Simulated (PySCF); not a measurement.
Ionisation energy of Nd¹⁸⁺ by level of theory

Nd¹⁸⁺ [Kr] 4d6 (5D) → Nd¹⁹⁺ [Kr] 4d5 (6S), as a difference of total energies. All numbers are calculated (PySCF 2.14, scalar relativity by spin-free X2C-1e, in an uncontracted even-tempered set (20 s from 0.95 bohr⁻², ratio 2.5; 15 p from 1.2 bohr⁻², ratio 2.5; 10 d from 1.2 bohr⁻², ratio 2.5; 4 f from 6.5 bohr⁻², ratio 2.7; 4 g from 9.8 bohr⁻², ratio 2.7)). Correlated levels: outer shells: [Ar] 3d10 frozen; virtual orbitals above 40 to 60 times the deepest correlated orbital energy dropped. The calculations carry no spin-orbit coupling.

```json
{"method": "UHF", "ionisation energy (eV)": "521.50"}
{"method": "LDA", "ionisation energy (eV)": "524.05"}
{"method": "PBE", "ionisation energy (eV)": "523.94"}
{"method": "PBE0", "ionisation energy (eV)": "523.83"}
{"method": "r2SCAN", "ionisation energy (eV)": "523.46"}
{"method": "MP2 (outer shells)", "ionisation energy (eV)": "522.25"}
{"method": "SCS-MP2 (outer shells)", "ionisation energy (eV)": "522.33"}
```

How much does correlation contribute at MP2 (outer shells)?

522.25 − (521.50) = 0.75 eV, measured against UHF.

A first-order spin-orbit estimate (lowest level to lowest level, LS coupling) adds 1.884 eV.

Breit and QED terms and the two-electron picture change are absent.

For comparison: 522 ± 3 eV (theoretical estimate listed by NIST; NIST Atomic Spectra Database, ionization energies).
